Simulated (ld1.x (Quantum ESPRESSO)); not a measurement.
hydrogen (H): ultrasoft pseudisation with PW91, non-relativistic reference atom.

```
Element                 : H
Generator               : ld1.x (Quantum ESPRESSO) 7.5
Type                    : ultrasoft
Functional              : PW91
Relativity              : non-relativistic
Frozen core             : none
Valence charge          : 1
Reference configuration : 1s1
Partial waves           : 1s (bound): rcut 0.70, rcutus 0.95 bohr; 1s channel at 0.05 Ry: rcut 0.70, rcutus 0.95 bohr; 2p channel at 0.4 Ry: rcut 0.60, rcutus 0.80 bohr; 2p channel at 1.35 Ry: rcut 0.60, rcutus 0.80 bohr
Local potential         : all-electron potential smoothed inside 0.70 bohr (lloc = -2)
Core correction         : none
Augmentation charge     : PSQ, radius 0.45 bohr
```

All-electron outer shells of the reference configuration (PW91, non-relativistic, ld1.x):

```csv
shell,level (eV),outermost node (bohr),outermost maximum (bohr)
1s,-6.55,–,1.03
```

Problem. Does the generator finish with these settings?

Solution. Yes, a potential is produced and its reference levels are reproduced.

Problem. Estimate the cutoffs (Ry, on a coarse ladder) from which the occupation-weighted sum of valence levels, in a spherical-Bessel basis at the reference potential, stays within 10 and 1 mRy of its value at 400 Ry.

Solution. 21 Ry and 40 Ry.

Problem. What does a ghost test show?

Solution. No extra level below or beside the all-electron valence levels (s, p, d, f tested).

Problem. Is the overlap operator S = 1 + Σ q|β⟩⟨β| positive definite (Bessel basis up to 400 Ry)?

Solution. Yes: its lowest eigenvalue is 0.99 (s channel).
